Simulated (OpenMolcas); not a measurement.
**Kr⁺: the spin-orbit constant, worked from levels**

* Program: OpenMolcas
* Basis: ANO-RCC-VQZP [7s6p4d2f1g]
* Scalar Hamiltonian: DKH2, point nucleus
* Active space: 7 electrons in 9 orbitals (RAS2 4s 4p; RAS3 4d, at most 2 electrons)
* State averaging: 2S+1 = 2 odd, 3 roots; 2S+1 = 2 even, 1 root
* Spin-orbit coupling: state interaction with AMFI integrals over the reference wave functions, term energies averaged over their components

Methods: RASSCF; SS-RASPT2, IPEA 0.25 Eh, imaginary shift 0.1 Eh (closed shells correlated: 3d). Measured levels: NIST Handbook of Basic Atomic Spectroscopic Data.

**The spin-orbit constant.** For the Hund term ²P° of p5, E(J) = (A/2) J(J+1) + constant and ζ = -2S·A = -A. From J = 1/2 to J = 3/2 the energy changes by 1.5 A.

```json
{"Source": "RASSCF", "E(3/2) - E(1/2)": "-4857.4", "A": "-3238.3", "ζ": "3238"}
{"Source": "SS-RASPT2", "E(3/2) - E(1/2)": "-4857.4", "A": "-3238.3", "ζ": "3238"}
{"Source": "measured", "E(3/2) - E(1/2)": "-5370.1", "A": "-3580.1", "ζ": "3580"}
```

All in cm-1. SS-RASPT2 is off by -9.5 % and RASSCF by -9.5 %. Both methods take the spin-orbit matrix elements from the reference wave functions, so the second can move ζ only through the term energies and any multistate remixing.

Active for correlation alone: 4d; no level in the range computed is led by a configuration that fills it, so any true level of that kind is missing. Without dynamic correlation excited terms often stand tens of per cent too high (terms of higher spin than the ground term too low), and those without a measured partner can miss by more than the paired ones (holds for RASSCF). Measured partners are found by configuration, term and J. A level has none where our copy of the source lacks it or the pairing is in doubt (some pairs that miss far off the trend of their configuration count as doubtful), and it then counts in no deviation. Levels of configurations outside the active space are missing.

° marks odd parity.
